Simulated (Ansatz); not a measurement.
Relaxation of ClGaH6Si (9 atoms, charge 0, multiplicity 1), to a largest force component of 0.03 eV/Å in at most 50 steps.

Method: Ansatz 0.2.0, RKS r2SCANh/def2-mTZVP.

```xyz
9
Properties=species:S:1:pos:R:3
Ga -1.147 -0.227 -1.632
Si 0.906 0.005 1.350
H -0.147 -1.130 -2.389
H -2.427 -0.609 -0.853
H 0.254 0.573 0.183
Cl -0.776 1.950 -1.823
H 2.336 0.383 1.310
H 0.236 0.526 2.563
H 0.768 -1.472 1.291
```

Question: Where does it end, and by what steps?

Answer: It converged. After 6 steps the energy has fallen by 0.175 eV; Cl6 moved furthest, 0.41 Å.

```tsv
step	energy less start (eV)	largest force component (eV/Å)	accepted
0	0.0000	0.813	yes
1	-0.0962	0.379	yes
2	-0.1475	0.137	yes
3	-0.1382	0.466	no
4	-0.1639	0.172	yes
5	-0.1745	0.053	yes
6	-0.1753	0.019	yes
```

```xyz
9
Properties=species:S:1:pos:R:3
Ga -1.049 -0.065 -1.545
Si 0.883 -0.109 1.355
H 0.003 -0.982 -2.229
H -2.281 -0.469 -0.687
H 0.151 0.323 0.117
Cl -1.000 2.013 -2.163
H 2.277 0.364 1.222
H 0.199 0.512 2.508
H 0.818 -1.586 1.421
```

Whether the end is a true minimum wasn't checked by a vibrational analysis.

Run time: 29 s on 4 threads of Arm Neoverse N1, with other jobs on the host, peak memory 0.24 GiB.
